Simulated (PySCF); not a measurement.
**Gas-phase XPS of `C=[C](C)[GeH2][SiH3]`, computed**

C3H10GeSi.
Bonds: C1–C2 (double), C2–C3, C2–Ge4, Ge4–Si5. Hydrogens: H6, H7 on C1; H8, H9, H10 on C3; H11, H12 on Ge4; H13, H14, H15 on Si5.

Level of theory: delta-SCF UKS SCAN, pcX-2 on the ionised atom, pcseg-1 elsewhere, spin-free X2C in PySCF. Vertical ΔSCF values, vacuum level as zero.

Task: Give the core binding energies atom by atom.

Result: 
```json
{"atom(s)": "Si5", "bonded to": "3 H and Ge", "level": "Si 2p3/2", "binding energy (eV)": "106.41", "2p1/2 (eV)": "107.04", "above the level's lowest (eV)": "0.00", "count": "1"}
{"atom(s)": "C1", "bonded to": "C (double bond) and 2 H", "level": "C 1s", "binding energy (eV)": "289.89", "2p1/2 (eV)": "–", "above the level's lowest (eV)": "0.00", "count": "1"}
{"atom(s)": "C2", "bonded to": "C (double bond), C and Ge", "level": "C 1s", "binding energy (eV)": "290.16", "2p1/2 (eV)": "–", "above the level's lowest (eV)": "+0.27", "count": "1"}
{"atom(s)": "C3", "bonded to": "C and 3 H", "level": "C 1s", "binding energy (eV)": "290.77", "2p1/2 (eV)": "–", "above the level's lowest (eV)": "+0.88", "count": "1"}
{"atom(s)": "Si5", "bonded to": "3 H and Ge", "level": "Si 1s", "binding energy (eV)": "1846.11", "2p1/2 (eV)": "–", "above the level's lowest (eV)": "0.00", "count": "1"}
```

Lowest listed C 1s: C1, bonded to C (double bond) and 2 H. Highest, 0.88 eV above it: C3, bonded to C and 3 H. The widest gap between neighbouring values is 0.61 eV, between 290.16 and 290.77 eV. Summing the Pauling electronegativity differences to the bonded atoms, each weighted by its formal bond order, gives -0.70 for the lowest site and -1.05 for the highest; the largest sum, -0.54, belongs to C2, 0.61 eV below the top. The smallest sum, -1.05, belongs to C3, 0.88 eV above the lowest.

Task: Which photon energy gives electrons from Si 1s of Si5 a kinetic energy of 100 eV, and what is their de Broglie wavelength?

Result: hν = 1846.11 + 100 = 1946.11 eV, recoil neglected; λ = 12.264 Å/√(E/eV) = 1.23 Å.

Task: Give the binding energy of Si 1s of Si5 in hartree and in kJ/mol.

Result: 1846.11 eV = 67.8433 Eh = 178123 kJ/mol.

The unrestricted hole states depart most from a pure doublet (⟨S²⟩ = 0.75; over 0.85 named) for C 1s of C2 (0.86), which makes this value less certain. Spin–orbit coupling isn't in the SCF: each 2p doublet comes from a relaxed spin-free hole plus a matrix of the shell (mean-field spin–orbit coupling and the ground-state 2p splitting), with 2p3/2 averaged over its two sublevels. 2p1/2 minus 2p3/2 (ligand field included): Si 0.62 eV. No level of germanium is listed. One conformer (not necessarily the lowest) at the PBE0-D3(BJ)/def2-SVP geometry, without solvent, vibrations or thermal averaging.

Shape of the structure used: `[CH2:1]=[C:2]([CH3:3])[GeH2:4][SiH3:5]`: C1–C2–Ge4–Si5 -115°.
